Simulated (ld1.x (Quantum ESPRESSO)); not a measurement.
## u(r) = r·R(r): atom against pseudo-atom (cadmium)

Columns: radius, all-electron u(r) and pseudo u(r) of the 4p shell (level -66.99 eV) of cadmium in the configuration [Ar] 3d10 4s2 4p6 4d10 5s2 5p0; LDA (PZ), scalar-relativistic, TM scheme, ld1.x (Quantum ESPRESSO) 7.5.

```json
{"r (bohr)": "0.078", "all-electron": "0.4033", "pseudo": "0.0247"}
{"r (bohr)": "0.155", "all-electron": "-0.1663", "pseudo": "0.0953"}
{"r (bohr)": "0.232", "all-electron": "-0.6039", "pseudo": "0.2056"}
{"r (bohr)": "0.310", "all-electron": "-0.5677", "pseudo": "0.3477"}
{"r (bohr)": "0.388", "all-electron": "-0.2304", "pseudo": "0.5075"}
{"r (bohr)": "0.465", "all-electron": "0.1897", "pseudo": "0.6686"}
{"r (bohr)": "0.542", "all-electron": "0.5710", "pseudo": "0.8190"}
{"r (bohr)": "0.620", "all-electron": "0.8631", "pseudo": "0.9478"}
{"r (bohr)": "0.698", "all-electron": "1.0507", "pseudo": "1.0435"}
{"r (bohr)": "0.775", "all-electron": "1.1446", "pseudo": "1.1001"}
{"r (bohr)": "0.852", "all-electron": "1.1680", "pseudo": "1.1182"}
{"r (bohr)": "0.930", "all-electron": "1.1400", "pseudo": "1.1004"}
{"r (bohr)": "1.008", "all-electron": "1.0780", "pseudo": "1.0524"}
{"r (bohr)": "1.085", "all-electron": "0.9974", "pseudo": "0.9835"}
{"r (bohr)": "1.162", "all-electron": "0.9073", "pseudo": "0.9011"}
{"r (bohr)": "1.240", "all-electron": "0.8137", "pseudo": "0.8115"}
{"r (bohr)": "1.318", "all-electron": "0.7222", "pseudo": "0.7217"}
{"r (bohr)": "1.395", "all-electron": "0.6368", "pseudo": "0.6368"}
{"r (bohr)": "1.472", "all-electron": "0.5580", "pseudo": "0.5580"}
{"r (bohr)": "1.550", "all-electron": "0.4855", "pseudo": "0.4855"}
{"r (bohr)": "1.628", "all-electron": "0.4207", "pseudo": "0.4207"}
{"r (bohr)": "1.705", "all-electron": "0.3638", "pseudo": "0.3638"}
{"r (bohr)": "1.782", "all-electron": "0.3137", "pseudo": "0.3137"}
{"r (bohr)": "1.860", "all-electron": "0.2694", "pseudo": "0.2694"}
{"r (bohr)": "1.938", "all-electron": "0.2308", "pseudo": "0.2308"}
{"r (bohr)": "2.015", "all-electron": "0.1977", "pseudo": "0.1977"}
```

**Question.** How many radial nodes do the two functions have?

**Answer.** The all-electron 4p function has n − l − 1 = 2; the pseudo-wave has 0, since the states of the same l below it are removed with the core.

**Question.** At about which radius was the pseudo-wave matched?

**Answer.** 1.55 bohr. The columns agree to 0.0005 from 1.32 bohr on; several derivatives are matched, so the curves merge somewhat inside the radius.

**Question.** Where does each function peak?

**Answer.** Outermost all-electron maximum near 0.85 bohr, pseudo maximum near 0.85 bohr (to the table’s step).

**Question.** Is the pseudo-wave norm-conserving?

**Answer.** Yes: the TM scheme keeps the norm inside the radius equal to the all-electron one, which fixes the energy derivative of the logarithmic derivative at the level.
